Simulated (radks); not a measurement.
Values are calculated unless marked as measured or tabulated.
Isoelectronic series with 31 electrons, all held in the configuration [Ar] 3d10 4s2 4p1, which need not be the ground one along the series. Code: a radial shooting solver on a logarithmic mesh with Libxc functionals. Model: Dirac Kohn-Sham, PBEsol, spin-unpolarised, spherical densities, point nucleus; open shells fill j = l - 1/2 first. Total energies (hartree) and mean radii <r> (bohr) (* marks an orbital that is empty in some or all of the ions):

ion    E (hartree)  4d5/2*  4d3/2*  4p3/2*   4p1/2   4s1/2   3d5/2
Se3+   -2426.18079   2.664   2.656   1.887   1.861   1.639  0.6283
Br4+   -2600.64566   2.231   2.224   1.696   1.673   1.505  0.5871
Kr5+   -2781.74695   1.940   1.933   1.548   1.527   1.395  0.5517
Rb6+   -2969.50035   1.726   1.720   1.428   1.408   1.302  0.5209
Sr7+   -3163.92519   1.562   1.556   1.328   1.309   1.223  0.4937
Zr9+   -3572.88059   1.321   1.316   1.170   1.152   1.092  0.4478
Nb10+  -3787.46255   1.229   1.224   1.106   1.088   1.038  0.4281
Mo11+  -4008.81829   1.151   1.146   1.049   1.031  0.9885  0.4102
Tc12+  -4236.97826   1.082   1.078  0.9978  0.9809  0.9442  0.3939
Ru13+  -4471.97460   1.023   1.018  0.9521  0.9353  0.9039  0.3788
Rh14+  -4713.84113  0.9697  0.9650  0.9106  0.8940  0.8671  0.3650
Pd15+  -4962.61326  0.9223  0.9177  0.8728  0.8563  0.8332  0.3521
Ag16+  -5218.32801  0.8797  0.8751  0.8382  0.8218  0.8019  0.3402
Cd17+  -5481.02402  0.8411  0.8365  0.8064  0.7900  0.7730  0.3291
In18+  -5750.74154  0.8059  0.8013  0.7770  0.7607  0.7461  0.3187
Sn19+  -6027.52245  0.7738  0.7692  0.7498  0.7334  0.7210  0.3089
Sb20+  -6311.41033  0.7442  0.7396  0.7245  0.7081  0.6975  0.2998
Te21+  -6602.45042  0.7169  0.7123  0.7009  0.6845  0.6755  0.2912
I22+   -6900.68973  0.6917  0.6870  0.6788  0.6623  0.6549  0.2831
Xe23+  -7206.17706  0.6682  0.6636  0.6581  0.6416  0.6354  0.2754
Cs24+   -7518.9630  0.6464  0.6417  0.6387  0.6221  0.6171  0.2682
Ba25+   -7839.1002  0.6260  0.6213  0.6204  0.6037  0.5997  0.2613
La26+   -8166.6429  0.6069  0.6021  0.6031  0.5863  0.5833  0.2548
